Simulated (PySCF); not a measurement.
PySCF job for Al(Me)3 cation (C3H9Al), SMILES [CH3][Al]([CH3])[CH3] (connectivity only; charge and spin as stated), charge +1, multiplicity 2, B3LYP-D3(BJ)/def2-SVP. The structure is a stationary point at B3LYP-D3(BJ)/def2-SVP. The multiplicity is an assumed one; no other spin state was optimised. The isomer is the one that the SMILES or the coordinates give; other isomers of the formula were not compared.

```python
import numpy as np
from pyscf import gto, scf, dft, df
from pyscf.hessian import thermo

mol = gto.M(
    atom='''
    Al   -0.21802005    0.02379727   -0.15043070
    C    -1.27967315   -1.58350756   -0.08807395
    H    -0.76295484   -2.42047615   -0.58774930
    H    -2.23425082   -1.40190757   -0.61273644
    H    -1.50193010   -1.89000519    0.94734002
    C     0.01597652    1.82901418   -0.82264862
    H     0.91515339    1.90909574   -1.45465124
    H     0.09176934    2.56225020   -0.00388472
    H    -0.87732116    2.05657758   -1.43280764
    C     1.59921643   -0.27486036    1.13660503
    H     2.24277624    0.58846445    0.93965460
    H     1.89541546   -1.24497615    0.71492618
    H     1.05248429   -0.29226510    2.09021296
    ''',
    basis='def2-SVP',
    charge=1,
    spin=1,
    max_memory=1600,
    verbose=3,
)
mf = dft.UKS(mol, xc='b3lyp').density_fit(auxbasis='def2-universal-jkfit')
mf.disp = 'd3bj'
mf.grids.level = 3
mf.conv_tol = 1e-11
mf.max_cycle = 100
mf.kernel()
fine, coarse = mf.grids, dft.Grids(mol).set(level=1).build(with_non0tab=True)
for _ in range(3):  # follow internal instabilities
    mf.grids = coarse
    mo, _, stable, _ = mf.stability(return_status=True, nroots=4)
    mf.grids = fine
    if stable:
        break
    mf.kernel(mf.make_rdm1(mo, mf.mo_occ))

# [left out here: the lines that compute and print the analytic Hessian (its translational invariance restored by hand, since the grid's response is missing), thermochemistry and intensities]
```

Log of the run:

```

WARN: HOMO -0.276536415663981 >= LUMO -0.276536415663982

converged SCF energy = -361.731604934411  <S^2> = 0.75418668  2S+1 = 2.0041823
<class 'pyscf.df.df_jk.DFUKS'> wavefunction is stable in the internal stability analysis

WARN: DFTD3 does not support analytical Hessian, using finite difference


WARN: Mole.unit (angstrom) is changed to Bohr

Mode                                 0                   1                   2
Irrep
Freq [cm^-1]                       18.3013             46.6291             73.4475
Reduced mass [au]                   1.0632              1.0630              1.5866
Force const [Dyne/A]                0.0002              0.0014              0.0050
Char temp [K]                      26.3315             67.0888            105.6745
Normal mode                   x     y     z       x     y     z       x     y     z
       0  Al                 0.00  0.01 -0.01   -0.00 -0.01  0.02    0.00  0.04 -0.03
       1   C                 0.03 -0.01 -0.01   -0.02  0.00 -0.01    0.05  0.00  0.06
       2   H                -0.04  0.07 -0.23   -0.21  0.15 -0.46    0.07 -0.00  0.09
       3   H                -0.07  0.05  0.19   -0.22  0.16  0.41    0.04 -0.03  0.07
       4   H                 0.24 -0.16 -0.01    0.38 -0.31 -0.02    0.08  0.05  0.08
       5   C                -0.02  0.01  0.00    0.03 -0.02 -0.02   -0.05  0.03 -0.03
       6   H                -0.09 -0.01 -0.10    0.10 -0.01  0.09    0.16  0.20  0.29
       7   H                 0.10 -0.00  0.00   -0.10  0.00 -0.04   -0.46  0.05 -0.00
       8   H                -0.07  0.07  0.10    0.09 -0.08 -0.14    0.14 -0.09 -0.35
       9   C                -0.02 -0.03  0.03   -0.01  0.04  0.01   -0.01 -0.12  0.02
      10   H                 0.16 -0.24 -0.33   -0.07  0.12  0.15   -0.02 -0.12 -0.02
      11   H                -0.25 -0.26  0.40    0.08  0.13 -0.14   -0.02 -0.13  0.04
      12   H                 0.01  0.47  0.05   -0.01 -0.16  0.00   -0.01 -0.10  0.02
[...]
       4   H                 0.00  0.01  0.01   -0.16 -0.18 -0.09   -0.23 -0.36 -0.18
       5   C                -0.01  0.01 -0.01    0.00  0.09 -0.04   -0.01 -0.05  0.02
       6   H                 0.04 -0.11  0.04    0.12 -0.44  0.09   -0.05  0.23 -0.03
       7   H                 0.02 -0.09  0.08   -0.01 -0.33  0.32    0.03  0.16 -0.17
       8   H                -0.04 -0.06  0.01   -0.18 -0.40  0.08    0.09  0.22 -0.04
       9   C                -0.09  0.02 -0.07    0.02 -0.01  0.01   -0.01  0.00 -0.01
      10   H                 0.33 -0.19  0.33   -0.08  0.04 -0.07    0.03 -0.02  0.03
      11   H                 0.38 -0.04  0.36   -0.04 -0.00 -0.03    0.05 -0.01  0.04
      12   H                 0.44 -0.11  0.24   -0.05  0.01 -0.03    0.05 -0.01  0.03
Mode                                18                  19                  20
Irrep
Freq [cm^-1]                     1358.0902           1375.9716           1385.9379
Reduced mass [au]                   1.0965              1.0775              1.0726
Force const [Dyne/A]                1.1915              1.2019              1.2139
Char temp [K]                    1953.9894           1979.7167           1994.0561
Normal mode                   x     y     z       x     y     z       x     y     z
       0  Al                -0.00 -0.00  0.00    0.00 -0.00 -0.00   -0.00  0.00  0.00
       1   C                 0.00 -0.00 -0.00   -0.00  0.00  0.01    0.01 -0.00 -0.01
       2   H                 0.03  0.02 -0.00   -0.08  0.01 -0.08    0.05  0.01  0.01
       3   H                -0.03 -0.01  0.05    0.06 -0.06 -0.13   -0.04  0.02  0.09
       4   H                -0.04  0.02 -0.01    0.07  0.02  0.03   -0.08  0.02 -0.02
       5   C                 0.00  0.00  0.00    0.02 -0.02 -0.03   -0.02  0.02  0.04
       6   H                -0.03 -0.01 -0.04    0.18 -0.10  0.20   -0.22  0.11 -0.25
       7   H                -0.03 -0.01  0.01   -0.24  0.13 -0.13    0.23 -0.15  0.16
       8   H                 0.02  0.01 -0.02   -0.21  0.18  0.38    0.24 -0.18 -0.42
       9   C                 0.04  0.07 -0.02    0.03 -0.03 -0.05    0.02 -0.03 -0.04
      10   H                -0.01  0.09 -0.10   -0.26  0.29  0.41   -0.23  0.26  0.38
      11   H                -0.38 -0.27  0.46   -0.25 -0.18  0.12   -0.20 -0.15  0.08
      12   H                -0.06 -0.66 -0.09    0.14  0.21  0.03    0.14  0.24  0.04
Mode                                21                  22                  23
Irrep
Freq [cm^-1]                     1394.7187           1399.6668           1412.1423
Reduced mass [au]                   1.0545              1.0581              1.0493
Force const [Dyne/A]                1.2086              1.2214              1.2329
Char temp [K]                    2006.6897           2013.8090           2031.7583
Normal mode                   x     y     z       x     y     z       x     y     z
       0  Al                 0.00 -0.00 -0.00    0.00 -0.00 -0.00    0.01 -0.00  0.00
       1   C                 0.02 -0.01 -0.06    0.04 -0.03  0.02    0.03 -0.02  0.02
       2   H                 0.39  0.01  0.31   -0.02  0.19 -0.40   -0.06  0.17 -0.37
       3   H                -0.28  0.24  0.58   -0.08 -0.20  0.14   -0.06 -0.22  0.08
       4   H                -0.37 -0.08 -0.14   -0.37  0.35  0.04   -0.30  0.31  0.04
       5   C                 0.01 -0.00 -0.01   -0.04 -0.01 -0.02    0.04  0.00  0.02
       6   H                 0.06 -0.07  0.05    0.19  0.22  0.32   -0.20 -0.25 -0.35
       7   H                -0.12  0.05 -0.04    0.41  0.05 -0.10   -0.47 -0.03  0.09
       8   H                -0.07  0.08  0.14   -0.10 -0.17  0.03    0.12  0.24 -0.02
       9   C                 0.00 -0.01 -0.00    0.00 -0.00  0.00   -0.01 -0.00  0.00
      10   H                -0.02  0.02  0.05   -0.01 -0.00 -0.02    0.03 -0.04 -0.02
      11   H                -0.00 -0.00 -0.02    0.01  0.00 -0.00    0.06  0.03 -0.04
      12   H                 0.01  0.06  0.01   -0.01 -0.00 -0.00   -0.00  0.03  0.01
Mode                                24                  25                  26
Irrep
Freq [cm^-1]                     3012.9638           3018.2715           3037.2353
Reduced mass [au]                   1.0341              1.0342              1.0139
Force const [Dyne/A]                5.5309              5.5508              5.5105
Char temp [K]                    4334.9841           4342.6206           4369.9054
Normal mode                   x     y     z       x     y     z       x     y     z
       0  Al                 0.00  0.00 -0.00   -0.00 -0.00  0.00   -0.00  0.00 -0.00
       1   C                -0.01 -0.01 -0.00    0.03  0.03  0.01    0.00  0.00  0.00
       2   H                -0.06  0.08  0.05    0.26 -0.40 -0.24    0.02 -0.03 -0.02
       3   H                 0.12 -0.03  0.07   -0.53  0.11 -0.30   -0.03  0.01 -0.02
       4   H                 0.02  0.03 -0.10   -0.09 -0.13  0.47   -0.01 -0.01  0.04
       5   C                 0.01 -0.04  0.02    0.00 -0.01  0.01    0.00 -0.00  0.00
       6   H                 0.39  0.02 -0.26    0.08  0.00 -0.06    0.02  0.00 -0.01
       7   H                 0.03  0.29  0.35    0.01  0.06  0.08    0.00  0.02  0.02
       8   H                -0.57  0.13 -0.38   -0.12  0.03 -0.08   -0.02  0.00 -0.01
       9   C                 0.00 -0.00  0.00    0.00 -0.00  0.00   -0.01  0.01 -0.02
      10   H                -0.01 -0.01  0.00   -0.02 -0.03  0.01    0.28  0.39 -0.10
      11   H                -0.00  0.01  0.01   -0.01  0.04  0.02    0.15 -0.52 -0.24
      12   H                 0.01  0.00 -0.02    0.02  0.00 -0.04   -0.32 -0.01  0.54
Mode                                27                  28                  29
Irrep
Freq [cm^-1]                     3114.5829           3117.9558           3125.4861
Reduced mass [au]                   1.1010              1.1012              1.1016
Force const [Dyne/A]                6.2928              6.3074              6.3404
Char temp [K]                    4481.1914           4486.0442           4496.8786
Normal mode                   x     y     z       x     y     z       x     y     z
       0  Al                -0.00  0.00 -0.00    0.00 -0.00  0.00    0.00  0.00 -0.00
       1   C                -0.06  0.05 -0.02    0.02 -0.02  0.00    0.02 -0.01 -0.09
       2   H                 0.26 -0.43 -0.26   -0.11  0.17  0.11   -0.23  0.38  0.21
       3   H                 0.56 -0.10  0.31   -0.20  0.04 -0.11    0.18 -0.03  0.08
       4   H                -0.05 -0.05  0.20    0.01  0.01 -0.04   -0.16 -0.22  0.73
       5   C                 0.03  0.01  0.01    0.07  0.02  0.03   -0.00  0.00  0.00
       6   H                -0.15 -0.01  0.11   -0.40 -0.03  0.29    0.03  0.00 -0.02
       7   H                -0.01 -0.11 -0.12   -0.02 -0.29 -0.32   -0.00 -0.00 -0.00
       8   H                -0.18  0.05 -0.12   -0.48  0.13 -0.33    0.02 -0.00  0.01
       9   C                 0.00  0.00  0.00    0.00  0.00  0.00   -0.00  0.00  0.00
      10   H                -0.01 -0.01  0.00   -0.00  0.00 -0.00   -0.00 -0.00  0.00
      11   H                 0.00 -0.00  0.00    0.00 -0.01 -0.00    0.00 -0.00 -0.00
      12   H                 0.00 -0.00 -0.00   -0.01 -0.00  0.01    0.00  0.00 -0.00
Mode                                30                  31                  32
Irrep
Freq [cm^-1]                     3139.4901           3210.4177           3247.5975
Reduced mass [au]                   1.1032              1.1159              1.1171
Force const [Dyne/A]                6.4066              6.7764              6.9416
Char temp [K]                    4517.0273           4619.0763           4672.5698
Normal mode                   x     y     z       x     y     z       x     y     z
       0  Al                 0.00 -0.00 -0.00    0.00 -0.00 -0.00   -0.00 -0.00  0.00
       1   C                 0.00 -0.00 -0.00   -0.00  0.00 -0.00   -0.00  0.00 -0.00
       2   H                -0.01  0.01  0.01    0.00  0.00  0.00    0.00 -0.00 -0.00
       3   H                 0.00 -0.00  0.00    0.00 -0.00  0.00    0.01 -0.00  0.00
       4   H                -0.00 -0.01  0.02   -0.00 -0.00  0.01   -0.00 -0.00  0.00
       5   C                 0.04 -0.03 -0.07   -0.00  0.00  0.00    0.00  0.00  0.00
       6   H                -0.53 -0.05  0.36    0.00 -0.00 -0.00   -0.00  0.00  0.00
       7   H                 0.06  0.47  0.52   -0.00 -0.00 -0.00    0.00 -0.00 -0.00
       8   H                 0.03 -0.01  0.00   -0.00  0.00  0.00   -0.01 -0.00 -0.00
       9   C                 0.00 -0.00 -0.00    0.05 -0.04 -0.07   -0.04 -0.08  0.02
      10   H                 0.00  0.00 -0.00   -0.04 -0.06  0.01    0.48  0.65 -0.15
      11   H                -0.00  0.00  0.00   -0.18  0.58  0.24   -0.10  0.33  0.14
      12   H                -0.00 -0.00  0.00   -0.33 -0.02  0.59    0.13  0.00 -0.23
temperature 298.1500 [K]
pressure 101325.00 [Pa]
Rotational constants [GHz] 5.58409 4.18652 2.51129
Symmetry number 1
Zero-point energy (ZPE) 0.10298 [Eh]   270362.841 [J/mol]
                           tot       elec      trans        rot        vib
Entropy [J/mol/K]       407.471      5.763    162.098    109.231    130.378
Cv [J/mol/K]            123.051      0.000     12.472     12.472     98.108
Cp [J/mol/K]            131.366      0.000     20.786     12.472     98.108
Internal energy [J/mol]                      3718.434   3718.434 287727.568
Internal energy [Eh]   -361.61918  -361.73160
Enthalpy [J/mol]                             6197.391   3718.434 287727.568
Enthalpy [Eh]          -361.61824
Gibbs free energy [J/mol]                  -42132.145 -28848.935 248855.286
Gibbs free energy [Eh] -361.66451
mode   freq/cm-1   IR/(km/mol)
   1       18.30         0.500
   2       46.63         0.272
   3       73.45         2.505
   4       79.48         2.179
   5      146.83         7.677
   6      154.71         6.274
   7      270.51         7.753
   8      397.90        10.437
   9      419.95         3.621
  10      534.01         0.933
  11      590.49         6.868
  12      592.92         0.866
  13      713.61        53.883
  14      717.21        59.423
  15      733.87       119.856
  16      991.91         7.304
  17     1160.29        24.066
  18     1208.55         4.671
  19     1358.09        14.004
  20     1375.97        13.071
  21     1385.94         0.315
  22     1394.72        12.704
  23     1399.67        13.337
  24     1412.14         1.935
  25     3012.96        16.067
  26     3018.27        10.552
  27     3037.24        30.519
  28     3114.58         3.070
  29     3117.96        21.105
  30     3125.49         4.395
  31     3139.49         5.971
  32     3210.42        17.510
  33     3247.60         5.968
max |gradient| / (hartree/bohr): 2.953224694187152e-05
APT charges: [ 0.9597 -0.2874  0.0615  0.028   0.0667 -0.2324  0.0493  0.0516  0.0271
  0.072   0.0587  0.0741  0.071 ]
```

The run converged.
